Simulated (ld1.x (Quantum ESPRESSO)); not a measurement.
## u(r) = r·R(r): atom against pseudo-atom (Mn (Z = 25))

Columns: radius, all-electron u(r) and pseudo u(r) of the 4s shell (level -5.12 eV) of manganese in the configuration [Ar] 3d5 4s2 4p0; PBEsol, scalar-relativistic, PAW scheme, ld1.x (Quantum ESPRESSO) 7.5.

```csv
r (bohr),all-electron,pseudo
0.165,-0.1568,-0.0770
0.330,-0.0068,-0.1526
0.495,0.2137,-0.2255
0.660,0.2697,-0.2945
0.825,0.1946,-0.3585
0.990,0.0584,-0.4166
1.155,-0.0913,-0.4681
1.320,-0.2298,-0.5126
1.485,-0.3470,-0.5497
1.650,-0.4404,-0.5796
1.815,-0.5111,-0.6023
1.980,-0.5616,-0.6181
2.145,-0.5949,-0.6274
2.310,-0.6138,-0.6306
2.475,-0.6210,-0.6284
2.640,-0.6186,-0.6210
2.805,-0.6086,-0.6090
2.970,-0.5926,-0.5926
3.135,-0.5722,-0.5722
3.300,-0.5485,-0.5485
3.465,-0.5225,-0.5225
3.630,-0.4950,-0.4950
3.795,-0.4667,-0.4667
3.960,-0.4383,-0.4383
4.125,-0.4100,-0.4100
4.290,-0.3824,-0.3824
```

Question: How many radial nodes do the two functions have?

Answer: The all-electron 4s function has n − l − 1 = 3 (the table is too coarse to show those close to the nucleus); the pseudo-wave has 0, since the states of the same l below it are removed with the core.

Question: At about which radius was the pseudo-wave matched?

Answer: 3.00 bohr. The columns agree to 0.0005 from 2.81 bohr on; several derivatives are matched, so the curves merge somewhat inside the radius.

Question: Where does each function peak?

Answer: Outermost all-electron maximum near 2.48 bohr, pseudo maximum near 2.31 bohr (to the table’s step).

Question: Is the pseudo-wave norm-conserving?

Answer: No, it belongs to a PAW set: the norm inside the radius is not constrained, and the difference is carried by the augmentation charge.
